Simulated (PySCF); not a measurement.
H2Cl2Si, triplet, at a GFN2-xTB geometry (a higher spin typed on purpose: for a closed-shell molecule this is an excited state).

The PySCF input:
```python
from pyscf import gto, scf, dft

mol = gto.Mole()
mol.atom = '''
    Si   -0.004989   -0.222946   -0.215868
    Cl    2.170841   -0.048922    0.184307
    Cl   -2.170866    0.185619    0.042426
    H     0.019535    0.859563    0.823128
    H     0.050739   -0.062167   -1.655437
'''
mol.basis = 'def2-svp'
mol.charge = 0
mol.spin = 2
mol.verbose = 4
mol.build()

mf = dft.UKS(mol)
mf.xc = 'b3lyp'
mf.kernel()
mf.analyze()
```

**Question.** What does this run give for the dipole moment, nuclear repulsion energy, HOMO energy, total energy, <S^2>, number of basis functions?

**Answer.** 
```
Property                           Value
-------------------------  -------------
dipole moment                     0.25 D
nuclear repulsion energy     172.7489 Eh
HOMO energy                     -5.97 eV
total energy               -1210.6848 Eh
<S^2>                              2.005
number of basis functions             64
```

These values belong to the state on which the SCF converged, which isn't shown to be the lowest.

**Question.** Roughly what does it cost on one core?

**Answer.** very roughly 11 core-seconds.
